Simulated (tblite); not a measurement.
A geometry optimisation, step by step.

C4H6FGaO2.
Bonds: F1–C2, C2–C3 (double), C3–C4, C4–O5, O5–Ga6, Ga6–O7, O7–C8 (double), C2–C8. Hydrogens: H9 on C3; H10, H11 on C4; H12, H13 on Ga6; H14 on C8.
Bond orders are those of one Lewis drawing.

Computed with GFN2-xTB (tblite), gas phase: L-BFGS steps from a force-field or distance-geometry start until the largest atomic force falls under 0.01 eV/Å. 13 of its 84 geometries are shown.

Step 0: E = -697.9242 eV, largest atomic force 2.687 eV/Å
```
atom  x, y, z in Å  |  force x, y, z in eV/Å
F1      2.292    1.654    0.725   -0.095  -0.440  -0.493
C2      1.285    0.901    0.189    1.417  -1.598  -0.037
C3      0.073    1.410    0.223   -1.518   1.524   0.098
C4     -1.234    0.876   -0.270   -1.206   1.316  -0.024
O5     -1.678   -0.243    0.411    0.649  -0.557  -0.350
Ga6    -0.751   -1.761    0.153   -1.558  -1.727   1.097
O7      1.007   -1.478   -0.400    1.173   2.416   0.068
C8      1.706   -0.406   -0.328   -1.086  -1.130   0.021
H9      0.003    2.413    0.673    0.089  -0.382  -0.233
H10    -2.019    1.662   -0.070    0.519  -0.224  -0.153
H11    -1.246    0.771   -1.387    0.370  -0.182   0.457
H12    -1.435   -2.824   -0.841    0.468   0.504  -0.066
H13    -0.718   -2.488    1.623    0.329   0.350  -0.558
H14     2.714   -0.489   -0.723    0.449   0.130   0.173
```

Step 7: E = -698.6160 eV, largest atomic force 0.427 eV/Å
```
atom  x, y, z in Å  |  force x, y, z in eV/Å
F1      2.312    1.595    0.644    0.044   0.067  -0.071
C2      1.258    0.874    0.184   -0.048   0.003  -0.072
C3      0.050    1.466    0.218    0.175   0.007   0.021
C4     -1.259    0.924   -0.259   -0.031   0.126  -0.043
O5     -1.572   -0.288    0.351   -0.133   0.114   0.111
Ga6    -0.993   -1.944    0.273    0.223  -0.185   0.036
O7      0.980   -1.407   -0.440    0.065   0.044  -0.107
C8      1.684   -0.412   -0.331   -0.096  -0.035   0.012
H9      0.034    2.453    0.657    0.009   0.159  -0.038
H10    -2.047    1.679   -0.061    0.140  -0.327   0.028
H11    -1.196    0.779   -1.352    0.017   0.158   0.003
H12    -1.377   -2.797   -0.942   -0.006  -0.056  -0.033
H13    -0.634   -2.481    1.673   -0.024   0.014  -0.097
H14     2.758   -0.442   -0.638   -0.335  -0.088   0.249
```

Step 14: E = -698.6774 eV, largest atomic force 0.264 eV/Å
```
atom  x, y, z in Å  |  force x, y, z in eV/Å
F1      2.339    1.595    0.558   -0.015   0.105   0.016
C2      1.242    0.892    0.179    0.100  -0.102  -0.128
C3      0.051    1.516    0.216    0.066  -0.116   0.106
C4     -1.241    0.917   -0.233   -0.177   0.195  -0.009
O5     -1.536   -0.308    0.358    0.148   0.026  -0.109
Ga6    -0.950   -1.990    0.250   -0.035   0.244  -0.090
O7      0.914   -1.396   -0.499   -0.002   0.084   0.019
C8      1.622   -0.415   -0.302    0.142  -0.054   0.058
H9      0.051    2.528    0.606   -0.057  -0.010  -0.128
H10    -2.059    1.621   -0.017    0.000  -0.015   0.052
H11    -1.163    0.846   -1.339   -0.090  -0.111   0.151
H12    -1.363   -2.822   -0.959   -0.056  -0.123  -0.081
H13    -0.620   -2.493    1.651    0.048  -0.073   0.046
H14     2.711   -0.491   -0.493   -0.072  -0.050   0.099
```

Step 21: E = -698.7237 eV, largest atomic force 0.388 eV/Å
```
atom  x, y, z in Å  |  force x, y, z in eV/Å
F1      2.348    1.653    0.466    0.067  -0.010   0.014
C2      1.258    0.911    0.148   -0.012  -0.077  -0.011
C3      0.064    1.538    0.199   -0.041   0.006  -0.192
C4     -1.244    0.950   -0.183   -0.291  -0.251  -0.054
O5     -1.484   -0.306    0.353   -0.021  -0.274   0.115
Ga6    -0.935   -2.003    0.186   -0.104   0.163  -0.137
O7      0.876   -1.359   -0.553    0.046   0.062   0.066
C8      1.616   -0.428   -0.239    0.130  -0.055  -0.015
H9      0.060    2.580    0.480    0.088   0.104   0.048
H10    -2.089    1.606    0.088    0.246   0.058   0.017
H11    -1.212    0.881   -1.287   -0.108   0.126  -0.033
H12    -1.381   -2.896   -0.988   -0.030   0.072   0.015
H13    -0.584   -2.524    1.579    0.049  -0.032   0.060
H14     2.707   -0.604   -0.272   -0.019   0.108   0.106
```

Step 28: E = -698.7748 eV, largest atomic force 0.250 eV/Å
```
atom  x, y, z in Å  |  force x, y, z in eV/Å
F1      2.350    1.694    0.398    0.040   0.018  -0.001
C2      1.274    0.919    0.100    0.051   0.009   0.067
C3      0.071    1.526    0.109    0.021   0.073  -0.079
C4     -1.267    0.933   -0.157    0.010   0.060  -0.023
O5     -1.478   -0.329    0.370    0.024   0.025  -0.088
Ga6    -0.941   -2.001    0.115    0.066  -0.156   0.034
O7      0.895   -1.332   -0.556    0.201  -0.128   0.077
C8      1.646   -0.438   -0.167    0.011  -0.108  -0.013
H9      0.094    2.584    0.340   -0.067   0.043  -0.030
H10    -2.026    1.620    0.233   -0.149   0.050   0.114
H11    -1.382    0.935   -1.258   -0.014  -0.013   0.007
H12    -1.436   -2.916   -1.030    0.015   0.163   0.006
H13    -0.527   -2.558    1.491    0.001  -0.003  -0.021
H14     2.726   -0.640   -0.010   -0.210  -0.031  -0.050
```

Step 35: E = -698.8162 eV, largest atomic force 0.223 eV/Å
```
atom  x, y, z in Å  |  force x, y, z in eV/Å
F1      2.362    1.688    0.311   -0.149   0.018  -0.033
C2      1.267    0.917    0.055   -0.022  -0.032  -0.008
C3      0.071    1.543    0.004    0.015   0.002   0.069
C4     -1.288    0.947   -0.137    0.223   0.005  -0.006
O5     -1.416   -0.354    0.304   -0.066   0.101   0.045
Ga6    -0.889   -2.015    0.071    0.022  -0.165   0.057
O7      0.969   -1.402   -0.503   -0.081  -0.020   0.049
C8      1.640   -0.464   -0.077    0.016  -0.076   0.000
H9      0.097    2.615    0.166   -0.012   0.001  -0.084
H10    -1.983    1.598    0.413   -0.092  -0.020   0.052
H11    -1.559    1.015   -1.204   -0.027   0.124  -0.044
H12    -1.480   -2.819   -1.097    0.046   0.015   0.002
H13    -0.464   -2.611    1.433   -0.059   0.018  -0.094
H14     2.673   -0.659    0.238    0.185   0.028  -0.006
```

Step 42: E = -698.8383 eV, largest atomic force 0.145 eV/Å
```
atom  x, y, z in Å  |  force x, y, z in eV/Å
F1      2.324    1.702    0.300    0.060  -0.101  -0.070
C2      1.256    0.887    0.060   -0.032   0.062  -0.001
C3      0.066    1.522   -0.015   -0.051   0.030   0.035
C4     -1.296    0.954   -0.129    0.008   0.016  -0.002
O5     -1.426   -0.355    0.275   -0.128   0.029  -0.062
Ga6    -0.891   -2.016    0.076    0.052  -0.038   0.026
O7      1.008   -1.465   -0.407    0.047   0.107   0.062
C8      1.667   -0.488   -0.050    0.022   0.071   0.051
H9      0.098    2.602    0.083    0.065  -0.001  -0.020
H10    -1.977    1.591    0.462    0.016  -0.005   0.076
H11    -1.609    1.094   -1.183    0.004  -0.053   0.007
H12    -1.466   -2.765   -1.123    0.014  -0.078  -0.071
H13    -0.485   -2.637    1.419   -0.059  -0.013   0.012
H14     2.731   -0.625    0.209   -0.018  -0.025  -0.043
```

Step 48: E = -698.8558 eV, largest atomic force 0.130 eV/Å
```
atom  x, y, z in Å  |  force x, y, z in eV/Å
F1      2.329    1.697    0.241    0.086   0.095  -0.024
C2      1.250    0.880    0.072    0.033   0.060  -0.015
C3      0.061    1.518   -0.012   -0.009  -0.067  -0.048
C4     -1.309    0.963   -0.109   -0.010  -0.037   0.019
O5     -1.477   -0.365    0.215    0.058  -0.041  -0.050
Ga6    -0.883   -2.027    0.065   -0.057   0.066   0.031
O7      1.030   -1.485   -0.304   -0.034  -0.089   0.003
C8      1.682   -0.486   -0.005   -0.028   0.012  -0.031
H9      0.121    2.602   -0.005   -0.057  -0.043   0.072
H10    -1.966    1.575    0.535    0.048   0.032   0.004
H11    -1.639    1.156   -1.149   -0.028   0.023   0.028
H12    -1.425   -2.760   -1.167    0.071  -0.029   0.009
H13    -0.536   -2.672    1.418   -0.065   0.020  -0.025
H14     2.763   -0.596    0.184   -0.008  -0.003   0.027
```

Step 55: E = -698.8772 eV, largest atomic force 0.161 eV/Å
```
atom  x, y, z in Å  |  force x, y, z in eV/Å
F1      2.349    1.723    0.083   -0.082  -0.017   0.020
C2      1.267    0.891    0.022    0.034  -0.113  -0.041
C3      0.065    1.501   -0.065    0.049   0.028  -0.035
C4     -1.313    0.965   -0.083   -0.083   0.031   0.016
O5     -1.501   -0.383    0.100    0.024   0.027  -0.005
Ga6    -0.896   -2.035    0.038   -0.006  -0.017  -0.152
O7      1.044   -1.507   -0.158    0.079   0.137   0.029
C8      1.693   -0.482    0.065    0.027  -0.142  -0.054
H9      0.102    2.583   -0.109    0.015   0.042   0.038
H10    -1.865    1.529    0.695    0.003  -0.041  -0.003
H11    -1.754    1.293   -1.046    0.014  -0.034   0.034
H12    -1.312   -2.780   -1.241    0.062   0.048   0.055
H13    -0.651   -2.712    1.387   -0.048   0.015   0.116
H14     2.772   -0.585    0.288   -0.089   0.036  -0.019
```

Step 62: E = -698.8927 eV, largest atomic force 0.119 eV/Å
```
atom  x, y, z in Å  |  force x, y, z in eV/Å
F1      2.337    1.718    0.025   -0.011  -0.028  -0.029
C2      1.263    0.872   -0.016    0.018   0.000   0.058
C3      0.061    1.489   -0.056    0.041   0.016   0.063
C4     -1.321    0.965   -0.073    0.013   0.021  -0.065
O5     -1.523   -0.389   -0.005    0.042  -0.001   0.072
Ga6    -0.895   -2.035    0.055   -0.001  -0.004   0.018
O7      1.058   -1.536   -0.020    0.035   0.059  -0.043
C8      1.709   -0.492    0.037   -0.002   0.015   0.047
H9      0.100    2.575   -0.055    0.040  -0.045  -0.028
H10    -1.846    1.485    0.752   -0.048  -0.079  -0.026
H11    -1.761    1.358   -1.008   -0.104   0.056  -0.015
H12    -1.131   -2.778   -1.260    0.028  -0.007   0.004
H13    -0.856   -2.678    1.451   -0.015   0.045  -0.024
H14     2.806   -0.556    0.150   -0.035  -0.049  -0.033
```

Step 69: E = -698.8987 eV, largest atomic force 0.030 eV/Å
```
atom  x, y, z in Å  |  force x, y, z in eV/Å
F1      2.337    1.714    0.001   -0.017  -0.013   0.021
C2      1.262    0.868   -0.007    0.007   0.002  -0.005
C3      0.060    1.488   -0.041    0.008   0.014   0.012
C4     -1.325    0.968   -0.072    0.006  -0.002  -0.012
O5     -1.514   -0.389   -0.027   -0.002  -0.002   0.008
Ga6    -0.892   -2.033    0.059   -0.002   0.005   0.013
O7      1.062   -1.539    0.008   -0.018  -0.014   0.008
C8      1.713   -0.494    0.034    0.002   0.015  -0.002
H9      0.113    2.572   -0.045   -0.009   0.008  -0.025
H10    -1.861    1.457    0.763    0.014  -0.003   0.011
H11    -1.779    1.383   -0.994    0.003  -0.002   0.007
H12    -1.058   -2.784   -1.260    0.012  -0.015  -0.007
H13    -0.933   -2.647    1.464    0.009   0.014  -0.020
H14     2.813   -0.563    0.096   -0.014  -0.006  -0.010
```

Step 76: E = -698.8997 eV, largest atomic force 0.024 eV/Å
```
atom  x, y, z in Å  |  force x, y, z in eV/Å
F1      2.338    1.710   -0.006   -0.005   0.001   0.005
C2      1.261    0.867   -0.008    0.000   0.005   0.007
C3      0.060    1.489   -0.043    0.003   0.000  -0.023
C4     -1.325    0.969   -0.068    0.016  -0.001   0.000
O5     -1.514   -0.388   -0.044   -0.006  -0.002  -0.005
Ga6    -0.894   -2.031    0.054    0.010  -0.003   0.009
O7      1.058   -1.540    0.040   -0.020  -0.009  -0.010
C8      1.709   -0.496    0.037    0.002   0.013   0.012
H9      0.112    2.573   -0.066    0.003   0.002   0.004
H10    -1.846    1.441    0.787   -0.003   0.010   0.000
H11    -1.792    1.400   -0.974   -0.011   0.002   0.004
H12    -1.012   -2.792   -1.265    0.004   0.001  -0.007
H13    -0.966   -2.636    1.458   -0.002  -0.012   0.011
H14     2.810   -0.566    0.075    0.011  -0.007  -0.006
```

Step 83: E = -698.8999 eV, largest atomic force 0.008 eV/Å
```
atom  x, y, z in Å  |  force x, y, z in eV/Å
F1      2.337    1.710   -0.001    0.001   0.000   0.001
C2      1.261    0.867   -0.007   -0.002   0.005   0.002
C3      0.060    1.489   -0.050   -0.002  -0.003  -0.002
C4     -1.324    0.969   -0.069    0.005   0.000   0.003
O5     -1.515   -0.388   -0.046   -0.002   0.001  -0.001
Ga6    -0.893   -2.031    0.055   -0.002  -0.001   0.002
O7      1.055   -1.539    0.043    0.005   0.004  -0.003
C8      1.708   -0.496    0.040   -0.002  -0.001  -0.004
H9      0.113    2.573   -0.074   -0.001  -0.004  -0.002
H10    -1.838    1.441    0.791   -0.001   0.000   0.004
H11    -1.801    1.402   -0.969    0.002   0.001  -0.005
H12    -1.006   -2.790   -1.268    0.003   0.005   0.005
H13    -0.966   -2.640    1.458   -0.003  -0.005   0.000
H14     2.809   -0.568    0.075    0.000  -0.003   0.001
```

**Question.** Summarise the path.

**Answer.** The energy falls by 94.15 kJ/mol from step 0 to step 83; nine tenths of that is first reached at step 33. It falls at every step. The largest force goes from 2.687 to 0.008 eV/Å. Among the bonds Ga6–O7 changes most, from 1.865 to 2.009 Å; the atoms move by 0.588 Å rms after alignment.

**Question.** Follow the three bonds and two angles with the largest change from start to end.

**Answer.** 
```
step  E above end (kJ/mol)  largest force (eV/Å)  Ga6–O7 (Å)  Ga6–H13 (Å)  Ga6–H12 (Å)  C4–O5–Ga6 (°)  H12–Ga6–H13 (°)
   0                 94.15                 2.687       1.865        1.641        1.608          116.6            105.6
   4                 37.14                 0.739       2.066        1.486        1.509          129.9            119.3
   7                 27.39                 0.427       2.165        1.542        1.533          136.6            125.7
  11                 24.28                 0.264       2.149        1.536        1.545          135.4            127.1
  14                 21.47                 0.264       2.095        1.526        1.524          137.2            127.4
  18                 19.25                 0.169       2.053        1.542        1.536          139.4            124.9
  22                 15.91                 0.317       2.073        1.527        1.540          140.0            123.9
  25                 13.96                 0.168       2.089        1.543        1.542          139.0            122.7
  29                 11.57                 0.253       2.063        1.533        1.544          139.6            122.7
  32                  9.59                 0.237       2.047        1.527        1.531          142.6            124.7
  36                  7.76                 0.122       2.039        1.543        1.537          145.2            125.1
  40                  6.54                 0.143       2.036        1.531        1.526          146.6            126.5
  43                  5.63                 0.164       2.034        1.535        1.529          147.0            125.8
  47                  4.45                 0.101       2.023        1.537        1.537          147.5            125.9
  51                  3.45                 0.121       2.028        1.539        1.524          148.8            125.3
  54                  2.54                 0.166       2.024        1.526        1.536          150.0            124.3
  58                  1.63                 0.100       2.021        1.541        1.529          150.6            124.6
  61                  0.92                 0.173       2.021        1.538        1.525          151.0            125.5
  65                  0.26                 0.126       2.010        1.532        1.530          150.9            125.6
  69                  0.11                 0.030       2.016        1.534        1.527          151.4            126.2
  72                  0.07                 0.034       2.013        1.531        1.529          151.1            126.0
  76                  0.02                 0.024       2.013        1.531        1.528          151.3            126.3
  79                  0.01                 0.019       2.011        1.531        1.529          151.2            126.3
  83                  0.00                 0.008       2.009        1.532        1.529          151.2            126.3
```

What follows is the cost of the whole relaxation. The run took 0.85 s wall on an Arm Neoverse N1 with one thread, shared host with 64 logical CPUs at a one-minute load of 45.
